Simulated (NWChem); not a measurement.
Molecule: GaF, singlet; SMILES [Ga][F]

All runs: NWChem. Low-valent species are run as closed-shell singlets; no triplet was tried in these runs. The geometry was optimised at PBE0/def2-SVP. Level: PBE0/aug-cc-pVDZ; rows give the wavelength of the field.

| field | isotropic polarisability (bohr³) | anisotropy (bohr³) |
|---|---|---|
| static | 32.9 | 2.7 |
| 1065 nm | ___ | 2.4 |
| 589 nm | 35.9 | 1.5 |

Q: Complete the blanks.

A: 
- 1065 nm, isotropic polarisability (bohr³): 33.7
